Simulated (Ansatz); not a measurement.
System: C3H11ClOSi2, net charge 0, singlet state. 
Coordinates optimised at B3LYP-D3(BJ)/def2-TZVP (Ansatz, a program for electronic structure):
SMILES: C[Si](C)(C)O[SiH2]Cl
```xyz
18

C     -1.7285     0.1153     1.5329
Si    -1.3062    -0.0949    -0.2729
C     -2.5386    -1.1981    -1.1357
C     -1.1676     1.5636    -1.1224
O      0.1677    -0.8649    -0.3756
Si     1.7642    -0.6637    -0.2549
Cl     2.1991     0.8761     1.0665
H     -2.6979     0.6046     1.6551
H     -1.7743    -0.8509     2.0399
H     -0.9765     0.7250     2.0377
H     -2.2708    -1.3410    -2.1847
H     -3.5412    -0.7651    -1.1010
H     -2.5813    -2.1813    -0.6624
H     -2.1206     2.0976    -1.0971
H     -0.4202     2.1915    -0.6326
H     -0.8782     1.4481    -2.1694
H      2.3819    -1.8879     0.2817
H      2.3500    -0.2788    -1.5522
```
Charge 0, spin multiplicity 1.

Quantity: vertical triplet-singlet gap (E(triplet) - E(singlet); each state is the SCF solution reached for its spin), in kcal/mol. Valence correlation only, unless marked. Open shells are spin-unrestricted. No spin-orbit coupling. Non-relativistic. 

| level | program | vertical triplet-singlet gap (kcal/mol) |
|---|---|---|
| HF/aug-cc-pV(T+d)Z | Ansatz | 171.1 |
| PBE/def2-TZVPD | Ansatz | 145.3 |
| B3LYP/def2-TZVPD | Ansatz | 161.4 |
| PBE0/def2-TZVPD | Ansatz | 162.1 |
| BHLYP/def2-TZVPD | Ansatz | 178.6 |
| B2PLYP/def2-TZVPD | Ansatz | 173.9 |
| SCS-MP2/aug-cc-pV(D+d)Z | Ansatz | 183.3 |
| CCSD/aug-cc-pV(D+d)Z | Ansatz | 177.1 |
| CCSD(T)/aug-cc-pV(D+d)Z | Ansatz | 174.3 |
